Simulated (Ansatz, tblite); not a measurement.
(BeSe)n: gap (eV) at several levels, gas phase, relaxed structures; Ansatz, xTB through tblite. Clusters are the lowest isomers that short searches found in that spin, judged at the geometry's level. Singlets are spin-restricted. The structures are stationary points that may keep the symmetry of their start.

| species | state | geometry | GFN1-xTB | GFN2-xTB | PBE-D4/def2-SVP | PBE-D4/def2-TZVP | r2SCAN-D4/def2-TZVP | PBE0-D4/def2-TZVP |
| --- | --- | --- | --- | --- | --- | --- | --- | --- |
| (BeSe)6 prism (Be6Se6) | singlet | r2SCAN-D4/def2-SVP | 2.05 | 3.26 | 2.60 | 2.65 | 3.17 | 4.35 |
| Be3Se3 | singlet | PBE0-D4/def2-SVP | 2.59 | 3.54 | 2.76 | 2.86 | 3.39 | 4.63 |
| Be5Se5 | singlet | PBE-D4/def2-SVP | 1.69 | 2.87 | 1.97 | 2.05 | 2.53 | 3.75 |

Question: Estimate the rows for (BeSe)2 ring (Be2Se2) (singlet, PBE0-D4/def2-TZVP geometry).

Answer: 
```json
{"species": "(BeSe)2 ring (Be2Se2)", "state": "singlet", "geometry": "PBE0-D4/def2-TZVP", "GFN1-xTB": "1.16", "GFN2-xTB": "2.68", "PBE-D4/def2-SVP": "1.87", "PBE-D4/def2-TZVP": "1.99", "r2SCAN-D4/def2-TZVP": "2.58", "PBE0-D4/def2-TZVP": "3.74"}
```

Over the 4 species that have every level, the mean is 1.87 at GFN1-xTB, 3.09 at GFN2-xTB, 2.30 at PBE-D4/def2-SVP, 2.39 at PBE-D4/def2-TZVP, 2.92 at r2SCAN-D4/def2-TZVP, 4.12 at PBE0-D4/def2-TZVP. Orbital gaps grow with the share of exact exchange and aren't one observable across functionals.
